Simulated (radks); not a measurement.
Neutral mercury inside a hard spherical wall (all orbitals vanish at R), configuration held at [Hg] and not refilled when levels cross. All-electron calculation, scalar-relativistic Kohn-Sham, PBE, spin-unpolarised, spherical densities, finite nucleus; Fermi nuclear charge, rms radius 5.4648 fm. Program: a radial shooting solver on a logarithmic mesh with Libxc functionals. Eigenvalues in eV, with the zero of energy where the potential of the charges vanishes at infinity; a dash marks a level that is unbound or too diffuse for the functional's potential to be trusted. A positive occupied level is held by the wall or, in an anion where self-interaction has pushed it up, behind a barrier. The pressure on the wall is -dE/dV.

R (bohr),E (hartree),kinetic (hartree),e(4f),e(5p),e(5d),e(6s),"e(6p, empty)","e(7s, empty)",pressure (GPa)
free,-19617.9745,22008.725,-95.902,-66.524,-9.866,-6.811,-,-,0
20,-19617.9745,22008.725,-95.902,-66.524,-9.866,-6.811,-1.047,-,< 0.0001
12,-19617.9745,22008.725,-95.901,-66.524,-9.865,-6.811,-1.014,0.731,< 0.0001
5,-19617.9009,22009.214,-94.223,-64.890,-8.346,-5.030,3.112,18.852,9.93
4,-19617.6435,22010.572,-90.888,-61.809,-5.507,-1.123,9.485,39.695,76.4
3.5,-19617.2253,22012.560,-86.957,-58.336,-2.221,3.874,16.914,61.267,242
2.5,-19613.1311,22029.794,-64.465,-39.937,17.334,39.181,64.403,177.14,3790
